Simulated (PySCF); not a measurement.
## Excitation energy of B²⁺ by level of theory

B²⁺ [He] 2s1 (2S) → B²⁺ [He] 2p1 (2P), as a difference of total energies. Calculation: PySCF 2.14, in dyall-av3z (15s9p3d2f, 71 functions); scalar relativity by spin-free X2C-1e. The calculations carry no spin-orbit coupling.

| method | excitation energy (eV) |
| --- | --- |
| UHF | 6.055 |
| LDA | 5.362 |
| PBE | 5.307 |
| PBE0 | 5.495 |
| r2SCAN | 5.373 |
| B97-3 | 5.346 |
| wB97M-V | 5.637 |
| r2SCANh | 5.442 |
| M06 | 5.084 |
